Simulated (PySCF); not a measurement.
Selenium: highly charged ions in a basis for the neutral atom

Se¹¹⁺ [Ar] 3d5, Se¹²⁺ [Ar] 3d4. Computed with PySCF 2.14 in cc-pVDZ-DK, with scalar relativity by spin-free X2C-1e. No spin-orbit coupling, so a gap to NIST mixes the basis error with missing relativistic terms.

Changed run: basis of the neutral atom used for a highly charged ion. This setting is unsound on purpose.

```csv
species,method,sound run (hartree),changed run (hartree),converged
Se¹¹⁺,UHF,not run,-2376.39721,yes
Se¹¹⁺,MN15,not run,-2379.11025,yes
Se¹¹⁺,PBE0,not run,-2377.25039,yes
Se¹²⁺,UHF,not run,-2363.30488,yes
Se¹²⁺,MN15,not run,-2366.00685,yes
Se¹²⁺,PBE0,not run,-2364.13462,yes
```

Ionisation energy of Se¹¹⁺:

```tsv
method	changed run (eV)	NIST (eV)
UHF	356.26	342.9 ± 2.5
MN15	356.56	342.9 ± 2.5
PBE0	356.90	342.9 ± 2.5
```

The contracted functions were made for the neutral atom and can be too rigid for a highly charged ion.
